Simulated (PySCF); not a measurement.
**Substituent chemical shifts**

Parent skeleton `[CH3:1][CH:2]([F:3])[CH:4]=[CH:5][CH2:6][F:7]`; one hydrogen on atom 6 is replaced by X. Hydrogens on one atom are averaged.

A single conformation, in vacuum, non-relativistic Hamiltonian, rapidly exchanging positions averaged. Geometry from GFN2-xTB; PBE0/pcSseg-1 with gauge-including orbitals; PySCF 2.14.0 with density-fitted response routines.

References, each an isolated molecule treated in the same way: 13C (186.93 ppm) and 1H (31.72 ppm) vs TMS; 19F (170.95 ppm) against CFCl3.

**Question.** Give δ (ppm) for X = propynyl, CH2SiH3, F, C2H5, CHF2, CH3.

**Answer.** 
| X | SMILES | C1 | C2 | F3 | C4 | C5 | C6 | F7 | H(C1) | H(C2) |
| --- | --- | --- | --- | --- | --- | --- | --- | --- | --- | --- |
| propynyl | CC#C[C@@H](F)/C=C/[C@@H](C)F | 24.3 | 92.9 | -216.7 | 136.6 | 132.7 | 85.0 | -213.9 | 1.44 | 5.49 |
| CH2SiH3 | C[C@@H](F)/C=C\[C@H](F)C[SiH3] | 24.1 | 87.3 | -192.2 | 135.4 | 152.3 | 92.4 | -203.2 | 1.50 | 5.44 |
| F | C[C@@H](F)/C=C/C(F)F | 23.7 | 92.3 | -215.8 | 144.7 | 129.2 | 119.4 | -131.7 | 1.47 | 5.49 |
| C2H5 | CC[C@@H](F)/C=C/[C@@H](C)F | 24.6 | 93.0 | -217.4 | 136.1 | 135.6 | 97.8 | -228.7 | 1.40 | 5.51 |
| CHF2 | C[C@@H](F)/C=C\[C@@H](F)C(F)F | 24.2 | 90.0 | -215.5 | 141.9 | 139.4 | 92.6 | -228.3 | 1.49 | 5.76 |
| CH3 | C[C@H](F)/C=C/[C@@H](C)F | 24.7 | 93.0 | -216.6 | 136.2 | 136.2 | 93.0 | -216.6 | 1.42 | 5.46 |

**Question.** Which position responds most, and to which substituents?

**Answer.** F7: from -228.7 ppm with C2H5 to -131.7 ppm with F.

Unscaled 19F shifts against computed CFCl3 carry errors that often reach 10 to 50 ppm.
